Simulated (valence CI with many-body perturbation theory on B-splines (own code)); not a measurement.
Pm28+: calculated level list

Level of theory: relativistic CI+MBPT: five valence electrons over a frozen Dirac-Fock core [Ar] 3d10, a basis of 11 s, 11 p, 10 d, 8 f, 5 g, 2 h functions for each j, with the one-electron correlation potential Σ1 (screened to all orders), the two-electron term Σ2, the three-electron term Σ3, Breit, model QED; selected single and double excitations, second order for the rest, scaled by the run's own slope (own B-spline code, finite nucleus).

The last digits are not significant, and no measured levels were compared; by estimate large intervals hold to a few tenths of a per cent, small ones and those within an open d or f shell to about a per cent. Among the levels kept, up to 2100 cm⁻¹ of a level comes from second order outside the variational space, and about a tenth of that is noise between levels of different J, which matters for small intervals.

Levels 1 to 45 of 171, with energies above the lowest level, (4s^2 4p1/2^2 4p3/2) J=3/2. "Leading %" is the weight of the configuration and term that name the level; weights of strongly mixed levels are sums over their largest components and can fall short. In the jj column 3d3/2^4 stands for four electrons in 3d with j = 3/2. Lifetimes count E1, E2, E3, M1 and M2 decay at the calculated energies, and are blank where another channel may lead or the interval is too uncertain; long ones can be off by a factor of two.

```tsv
No.	Configuration	Term	J	E (cm⁻¹)	Leading %	Lifetime	Leading jj	Second component
1	4s2.4p3	2P°	3/2	0	42		4s^2 4p1/2^2 4p3/2 (97 %)	32 % 4s2.4p3 4S°
2	4s2.4p3	4S°	3/2	232010	51	3.84 μs	4s^2 4p1/2 4p3/2^2 (97 %)	46 % 4s2.4p3 2D°
3	4s2.4p3	2D°	5/2	264270	98	19.2 μs	4s^2 4p1/2 4p3/2^2 (98 %)	
4	4s2.4p3	2P°	1/2	305190	98	4.47 μs	4s^2 4p1/2 4p3/2^2 (98 %)	
5	4s2.4p3	2P°	3/2	541860	55	1.61 μs	4s^2 4p3/2^3 (97 %)	28 % 4s2.4p3 2D°
6	4s.4p4	4P	5/2	757420	74	61.8 ps	4s 4p1/2^2 4p3/2^2 (90 %)	19 % 4s.4p4 2D
7	4s.4p4	2D	3/2	828800	23	26.2 ps	4s 4p1/2^2 4p3/2^2 (56 %)	19 % 4s.4p4 2P
8	4s.4p4	2S	1/2	851190	47	15.7 ps	4s 4p1/2^2 4p3/2^2 (86 %)	42 % 4s.4p4 4P
9	4s2.4p2.4d	4F	3/2	906970	34	11.7 ps	4s^2 4p1/2^2 4d3/2 (62 %)	15 % 4s.4p4 4P
10	4s2.4p2.4d	4F	5/2	970440	28	10.9 ps	4s^2 4p1/2^2 4d5/2 (85 %)	26 % 4s2.4p2.4d 4D
11	4s.4p4	4P	3/2	1016000	53	22.7 ps	4s 4p1/2 4p3/2^3 (79 %)	25 % 4s.4p4 2D
12	4s.4p4	2D	5/2	1055100	60	42.0 ps	4s 4p1/2 4p3/2^3 (76 %)	17 % 4s.4p4 4P
13	4s2.4p2.4d	4D	1/2	1085000	36	20.2 ps	4s^2 4p1/2 4p3/2 4d3/2 (57 %)	22 % 4s.4p4 2P
14	4s2.4p2.4d	2P	3/2	1085400	24	51.2 ps	4s^2 4p1/2 4p3/2 4d3/2 (64 %)	22 % 4s2.4p2.4d 4F
15	4s2.4p2.4d	2F	5/2	1109900	55	108 ps	4s^2 4p1/2 4p3/2 4d3/2 (86 %)	38 % 4s2.4p2.4d 4F
16	4s2.4p2.4d	2G	7/2	1134300	36	3.13 ns	4s^2 4p1/2 4p3/2 4d3/2 (87 %)	34 % 4s2.4p2.4d 4F
17	4s2.4p2.4d	4D	1/2	1144700	49	7.63 ps	4s^2 4p1/2 4p3/2 4d3/2 (45 %)	21 % 4s.4p4 2P
18	4s2.4p2.4d	4D	7/2	1160100	48	4.58 ns	4s^2 4p1/2 4p3/2 4d5/2 (97 %)	32 % 4s2.4p2.4d 4F
19	4s.4p4	2P	3/2	1168300	30	4.27 ps	4s 4p1/2 4p3/2^3 (44 %)	27 % 4s2.4p2.4d 4D
20	4s2.4p2.4d	2G	9/2	1193800	52		4s^2 4p1/2 4p3/2 4d5/2 (96 %)	47 % 4s2.4p2.4d 4F
21	4s2.4p2.4d	4P	5/2	1206700	36	3.17 ps	4s^2 4p1/2 4p3/2 4d5/2 (60 %)	18 % 4s2.4p2.4d 4F
22	4s2.4p2.4d	2P	3/2	1214900	31	2.30 ps	4s^2 4p1/2 4p3/2 4d5/2 (42 %)	25 % 4s2.4p2.4d 4D
23	4s2.4p2.4d	4D	5/2	1243500	36	2.41 ps	4s^2 4p1/2 4p3/2 4d3/2 (40 %)	22 % 4s2.4p2.4d 2D
24	4s2.4p2.4d	4P	1/2	1245000	40	1.73 ps	4s^2 4p1/2 4p3/2 4d3/2 (82 %)	31 % 4s2.4p2.4d 2S
25	4s2.4p2.4d	2P	3/2	1254400	42	2.12 ps	4s^2 4p1/2 4p3/2 4d5/2 (43 %)	36 % 4s2.4p2.4d 4P
26	4s2.4p2.4d	2G	7/2	1263500	42	6.93 ps	4s^2 4p1/2 4p3/2 4d5/2 (75 %)	31 % 4s2.4p2.4d 2F
27	4s2.4p2.4d	2D	3/2	1297200	71	5.60 ps	4s^2 4p1/2 4p3/2 4d5/2 (75 %)	9 % 4s2.4p2.4d 2P
28	4s2.4p2.4d	2D	5/2	1297400	54	1.92 ps	4s^2 4p1/2 4p3/2 4d5/2 (70 %)	29 % 4s2.4p2.4d 2F
29	4s2.4p2.4d	2P	1/2	1319300	70	3.18 ps	4s^2 4p1/2 4p3/2 4d5/2 (65 %)	12 % 4s.4p4 2S
30	4s.4p4	2P	1/2	1368200	35	5.13 ps	4s 4p3/2^4 (50 %)	25 % 4s2.4p2.4d 2S
31	4s2.4p2.4d	2F	7/2	1434300	48	69.5 ps	4s^2 4p3/2^2 4d5/2 (96 %)	40 % 4s2.4p2.4d 4D
32	4s2.4p2.4d	4F	9/2	1446000	52	3.02 μs	4s^2 4p3/2^2 4d5/2 (96 %)	47 % 4s2.4p2.4d 2G
33	4s2.4p2.4d	2P	1/2	1447600	58	2.48 ps	4s^2 4p3/2^2 4d3/2 (68 %)	25 % 4s2.4p2.4d 4P
34	4s2.4p2.4d	2D	3/2	1455600	42	1.73 ps	4s^2 4p3/2^2 4d3/2 (86 %)	26 % 4s2.4p2.4d 4P
35	4s2.4p2.4d	2D	5/2	1461200	34	1.80 ps	4s^2 4p3/2^2 4d3/2 (75 %)	18 % 4s2.4p2.4d 4P
36	4s2.4p2.4d	2F	7/2	1490100	73	1.62 ps	4s^2 4p3/2^2 4d3/2 (82 %)	18 % 4s2.4p2.4d 2G
37	4s2.4p2.4d	2D	3/2	1522900	53	2.02 ps	4s^2 4p3/2^2 4d3/2 (71 %)	30 % 4s2.4p2.4d 2P
38	4s2.4p2.4d	2D	5/2	1526300	81	385 ps	4s^2 4p3/2^2 4d5/2 (96 %)	11 % 4s2.4p2.4d 4D
39	4s2.4p2.4d	2S	1/2	1562500	31	1.94 ps	4s^2 4p3/2^2 4d5/2 (46 %)	19 % 4s2.4p2.4d 4P
40	4s2.4p2.4d	2D	3/2	1585600	55	2.25 ps	4s^2 4p3/2^2 4d5/2 (77 %)	20 % 4s2.4p2.4d 2P
41	4s2.4p2.4d	2D	5/2	1608900	53	1.74 ps	4s^2 4p3/2^2 4d5/2 (83 %)	34 % 4s2.4p2.4d 2F
42	4s.4p3.4d	6D°	3/2	1617900	39	48.6 ps	4s 4p1/2^2 4p3/2 4d3/2 (76 %)	13 % 4s.4p3.4d 4P°
43	4s.4p3.4d	6D°	5/2	1618300	39	69.3 ps	4s 4p1/2^2 4p3/2 4d3/2 (84 %)	20 % 4s.4p3.4d 4F°
44	4s.4p3.4d	6D°	1/2	1620000	54	92.7 ps	4s 4p1/2^2 4p3/2 4d3/2 (84 %)	33 % 4s.4p3.4d 4P°
45	4s.4p3.4d	6D°	7/2	1629400	41	133 ps	4s 4p1/2^2 4p3/2 4d3/2 (64 %)	20 % 4s.4p3.4d 4F°
```

The ionisation energy to 4s2.4p2 3P_0 of the next ion comes out as 1041.1 eV (NIST: 1040 ± 4 eV (theoretical)). All 171 levels together are meant to be complete up to 2498600 cm⁻¹.
